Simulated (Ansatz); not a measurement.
Reaction (redistribution): `OB1O[SiH2]1` + `C=C(F)[SiH2]N` → `NB1O[SiH2]1` + `C=C(F)[SiH2]O`

Gas-phase electronic energies from Ansatz, PBE0-D4/def2-TZVP geometries. CCSD(T)/CBS adds triple-zeta CCSD(T) − MP2 to the extrapolated MP2 energy (def2 sets, frozen cores). Functionals use def2-TZVPP. B3LYP here is the variant with VWN-RPA as its local correlation; programs differ in this. One conformer a species, not always the lowest.

```tsv
level	ΔE (kJ/mol)	difference from CCSD(T)/CBS
PBE-D4	-23.5	1.0
r2SCAN-D4	-25.5	-1.0
PBE0-D4	-24.4	0.1
B3LYP-D4	-26.2	-1.7
B2PLYP	-25.8	-1.3
PBE	-23.6	0.9
PBE0	-24.5	0.0
B3LYP	-26.3	-1.8
HF/def2-TZVPP	-26.9	-2.4
MP2/def2-TZVPP	-24.9	-0.4
CCSD(T)/def2-TZVPP	-24.2	0.3
HF/def2-QZVPP	-26.5	-2.0
MP2/def2-QZVPP	-24.9	-0.4
SCS-MP2/def2-QZVPP	-25.1	-0.6
MP2/CBS(def2)	-25.2	-0.7
CCSD/CBS(def2)	-25.2	-0.7
CCSD(T)/CBS	-24.5	0
```

Largest T1 diagnostic among the species: 0.015.
